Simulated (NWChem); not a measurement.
System: BeNH3; SMILES [NH2][BeH]

NWChem input:

```
start job
memory heap 200 mb stack 900 mb global 1100 mb
geometry units angstroms noautoz
  Be    -0.000985    -0.943254     0.000000
  H     -0.003746    -2.278947     0.000000
  N     -0.000199     0.560661     0.000000
  H     -0.000238     1.152811    -0.824568
  H     -0.000238     1.152811     0.824568
end
basis spherical
  * library def2-tzvp
end
dft
  xc b3lyp
  iterations 150
  mulliken
end
task dft energy
```

NWChem printed, in part:

```
             Northwest Computational Chemistry Package (NWChem) 7.3.0
             --------------------------------------------------------

 C2V symmetry detected

                             Geometry "geometry" -> ""
                             -------------------------

 Output coordinates in angstroms (scale by  1.889725989 to convert to a.u.)

  No.       Tag          Charge          X              Y              Z
 ---- ---------------- ---------- -------------- -------------- --------------
    1 Be                   4.0000     0.00000000     0.00000000     0.95598869
    2 H                    1.0000     0.00000000     0.00000000     2.29168332
    3 N                    7.0000     0.00000000     0.00000000    -0.54792649
    4 H                    1.0000     0.00000000    -0.82456800    -1.14007631
    5 H                    1.0000     0.00000000     0.82456800    -1.14007631

 Effective nuclear repulsion energy (a.u.)      22.5395500273

      Symmetry information
      --------------------

 Group name             C2v
 Group number             16
 Group order               4
 No. of unique centers     4

                                 NWChem DFT Module
                                 -----------------

 Summary of "ao basis" -> "ao basis" (spherical)
 ------------------------------------------------------------------------------
       Tag                 Description            Shells   Functions and Types
 ---------------- ------------------------------  ------  ---------------------
 Be                        def2-tzvp                 9       19   5s3p1d
 H                         def2-tzvp                 4        6   3s1p
 N                         def2-tzvp                11       31   5s3p2d1f

      Symmetry analysis of basis
      --------------------------

        a1         33
        a2          5
        b1         13
        b2         17

            General Information
            -------------------
          SCF calculation type: DFT
          Wavefunction type:  closed shell.
          No. of atoms     :     5
          No. of electrons :    14
           Alpha electrons :     7
            Beta electrons :     7
          Charge           :     0
          Spin multiplicity:     1
          Use of symmetry is: on ; symmetry adaption is: on
          Maximum number of iterations: 150
          AO basis - number of functions:    68
                     number of shells:    32
          Convergence on energy requested:  1.00D-06
          Convergence on density requested:  1.00D-05
          Convergence on gradient requested:  5.00D-04

              XC Information
              --------------
                         B3LYP Method XC Potential
                     Hartree-Fock (Exact) Exchange  0.200
                        Slater Exchange Functional  0.800 local
                    Becke 1988 Exchange Functional  0.720 non-local
              Lee-Yang-Parr Correlation Functional  0.810
                  VWN I RPA Correlation Functional  0.190 local

             Grid Information
             ----------------
          Grid used for XC integration:  medium
          Radial quadrature: Mura-Knowles
          Angular quadrature: Lebedev.
          Tag              B.-S. Rad. Rad. Pts. Rad. Cut. Ang. Pts.
          ---              ---------- --------- --------- ---------
          Be                  1.05       49           9.0       434
          H                   0.35       45          10.0       434
          N                   0.65       49           9.0       434
          Grid pruning is: on
          Number of quadrature shells:   188
          Spatial weights used:  Erf1

      Superposition of Atomic Density Guess
      -------------------------------------

 Sum of atomic energies:         -70.38355929

      Non-variational initial energy
      ------------------------------

 Total energy =     -70.997951
 1-e energy   =    -138.183650
 2-e energy   =      44.646149
 HOMO         =      -0.370619
 LUMO         =       0.011700

      Symmetry analysis of molecular orbitals - initial
      -------------------------------------------------

  Numbering of irreducible representations:

     1 a1          2 a2          3 b1          4 b2

  Orbital symmetries:

     1 a1          2 a1          3 a1          4 b2          5 a1
     6 a1          7 b1          8 a1          9 b2         10 b1
    11 a1         12 a1         13 b2         14 a1         15 b1
    16 b2         17 a1

     ---------------------------------------------
      Total Density - Mulliken Population Analysis
     ---------------------------------------------

    Atom       Charge   Shell Charges
 -----------   ------   -------------------------------------------------------
    1 Be   4     3.58   1.02  0.96  0.50  0.32  0.06  0.58  0.01  0.09  0.04
    2 H    1     1.07   0.22  0.56  0.29  0.01
    3 N    7     7.98   0.82  1.16  0.57  0.83  0.12  1.69  2.00  0.78  0.00  0.00  0.00
    4 H    1     0.68   0.22  0.34  0.08  0.04
    5 H    1     0.68   0.22  0.34  0.08  0.04

   convergence    iter        energy       DeltaE   RMS-Dens  Diis-err
 ---------------- ----- ----------------- --------- --------- ---------
 d= 0,ls=0.0,diis     1    -71.3088711660 -9.38D+01  1.05D-02  4.33D-01
 d= 0,ls=0.0,diis     2    -71.2741300704  3.47D-02  5.75D-03  7.81D-01
 d= 0,ls=0.0,diis     3    -71.3604583052 -8.63D-02  8.18D-04  2.16D-02
 d= 0,ls=0.0,diis     4    -71.3627048624 -2.25D-03  1.74D-04  3.24D-04
 d= 0,ls=0.0,diis     5    -71.3627498166 -4.50D-05  4.02D-05  1.00D-05
  Resetting Diis
 d= 0,ls=0.0,diis     6    -71.3627513529 -1.54D-06  7.04D-06  2.58D-07
 d= 0,ls=0.0,diis     7    -71.3627514041 -5.12D-08  8.62D-07  3.66D-09

         Total DFT energy =      -71.362751404140
      One electron energy =     -140.271109841069
           Coulomb energy =       57.305729901946
    Exchange-Corr. energy =      -10.936921492307
 Nuclear repulsion energy =       22.539550027290

 Numeric. integr. density =       14.000000301206

                  Occupations of the irreducible representations
                  ----------------------------------------------

                     irrep           alpha         beta
                     --------     --------     --------
                     a1                5.0          5.0
                     a2                0.0          0.0
                     b1                1.0          1.0
                     b2                1.0          1.0

                       DFT Final Molecular Orbital Analysis
                       ------------------------------------

 Vector    5  Occ=2.000000D+00  E=-4.136850D-01  Symmetry=a1
              MO Center=  4.3D-16,  1.4D-15, -3.6D-01, r^2= 1.0D+00
   Bfn.  Coefficient  Atom+Function         Bfn.  Coefficient  Atom+Function
  ----- ------------  ---------------      ----- ------------  ---------------
    33      0.364126  3 N  pz                36      0.298956  3 N  pz
     8      0.227274  1 Be pz                 4      0.223449  1 Be s
     3      0.197003  1 Be s                  2     -0.115484  1 Be s
    29      0.113892  3 N  s                 58     -0.103232  4 H  s
    64     -0.103232  5 H  s                 39      0.097104  3 N  pz

 Vector    6  Occ=2.000000D+00  E=-3.181270D-01  Symmetry=a1
              MO Center=  3.5D-15,  2.4D-15,  2.0D+00, r^2= 1.1D+00
   Bfn.  Coefficient  Atom+Function         Bfn.  Coefficient  Atom+Function
  ----- ------------  ---------------      ----- ------------  ---------------
     8      0.338875  1 Be pz                21     -0.298198  2 H  s
    20     -0.189940  2 H  s                 22     -0.180490  2 H  s
     3     -0.168425  1 Be s                 30     -0.119427  3 N  s
     2      0.104542  1 Be s                 14     -0.096539  1 Be pz
     1      0.065468  1 Be s                 39     -0.057045  3 N  pz

 Vector    7  Occ=2.000000D+00  E=-2.627885D-01  Symmetry=b1
              MO Center= -1.7D-15,  2.6D-17, -4.2D-01, r^2= 1.2D+00
   Bfn.  Coefficient  Atom+Function         Bfn.  Coefficient  Atom+Function
  ----- ------------  ---------------      ----- ------------  ---------------
    31      0.403094  3 N  px                34      0.347087  3 N  px
    37      0.328606  3 N  px                 6     -0.159484  1 Be px
    12      0.056698  1 Be px

 Vector    8  Occ=0.000000D+00  E=-6.710886D-03  Symmetry=b2
              MO Center= -1.1D-15,  1.1D-13,  1.1D+00, r^2= 3.8D+00
   Bfn.  Coefficient  Atom+Function         Bfn.  Coefficient  Atom+Function
  ----- ------------  ---------------      ----- ------------  ---------------
    13      0.733904  1 Be py                 7     -0.444420  1 Be py
    59      0.234663  4 H  s                 65     -0.234663  5 H  s
    58      0.073621  4 H  s                 64     -0.073621  5 H  s
    57      0.050072  4 H  s                 63     -0.050072  5 H  s
    46      0.037924  3 N  d -1              32     -0.035868  3 N  py

 Vector    9  Occ=0.000000D+00  E=-6.451532D-04  Symmetry=a1
              MO Center=  8.8D-16, -1.1D-13, -1.6D-01, r^2= 8.2D+00
   Bfn.  Coefficient  Atom+Function         Bfn.  Coefficient  Atom+Function
  ----- ------------  ---------------      ----- ------------  ---------------
     5      1.301057  1 Be s                 30     -0.968464  3 N  s
     4     -0.480287  1 Be s                 14     -0.367886  1 Be pz
    59      0.358549  4 H  s                 65      0.358549  5 H  s
     3      0.171171  1 Be s                 28     -0.155972  3 N  s
    39      0.119133  3 N  pz                22     -0.112253  2 H  s

[...]
```

Level: B3LYP/def2-TZVP. Geometry: optimised at PBE0/def2-SVP. B3LYP is NWChem's, with the RPA form of VWN correlation.
